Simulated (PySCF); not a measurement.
All of these have the formula C5H10Si. The calculation used TDDFT PBE0/def2-SVPD, vertical, gas phase, core orbitals frozen in the response (PySCF 2.14.0, density-fitted response routines). Geometries: GFN2-xTB; one conformer of each isolated species. Triplets are in the Tamm–Dancoff approximation.

A. `C=C[C@@H]1[SiH2][C@H]1C`
B. `C[C@H]1C=CC[SiH2]1`
C. `C#CC[C@@H](C)[SiH3]`

Lowest singlet levels (six at most, fewer where fewer were computed) with oscillator strengths:

1. 241 nm (f 0.212); 215 nm (f 0.001); 209 nm (f 0.025); 200 nm (f 0.100); 196 nm (f 0.007); 192 nm (f 0.009); T1 3.71 eV
2. 186 nm (f 0.001); 180 nm (f 0.025); 178 nm (f 0.002); 170 nm (f 0.020); 169 nm (f 0.012); 160 nm (f 0.035); T1 5.43 eV
3. 190 nm (f 0.012); 187 nm (f 0.027); 178 nm (f 0.061); 175 nm (f 0.082); 168 nm (f 0.004); 166 nm (f 0.013); T1 4.44 eV

Question: Which spectrum belongs to which structure?

Answer: 1 = A, 2 = C, 3 = B.
- A: S1 at 5.15 eV, HOMO→LUMO (96%); Löwdin shares by element: HOMO carbon 56% or more, silicon 20% (atoms not listed hold the other 25%); LUMO carbon 38% or more, silicon 30% (atoms not listed hold the other 32%); HOMO -6.23 and LUMO -0.29 eV.
- B: S1 at 6.53 eV, HOMO→LUMO+1 (79%), HOMO→LUMO (11%); Löwdin shares by element: HOMO carbon 80% or more (atoms not listed hold the other 20%); LUMO carbon 50% or more, silicon 9% (atoms not listed hold the other 41%); HOMO -7.06 and LUMO 0.46 eV.
- C: S1 at 6.65 eV, HOMO-1→LUMO (20%), HOMO→LUMO (17%), HOMO-1→LUMO+5 (10%); Löwdin shares by element: HOMO carbon 86% or more; LUMO silicon 28%, hydrogen 14% or more, carbon 8% or more (atoms not listed hold the other 50%); HOMO -7.75 and LUMO 0.33 eV.
B and C have S1 within 0.12 eV of each other; their strongest listed levels stand at 7.08 eV (f 0.082) and 7.73 eV (f 0.035).
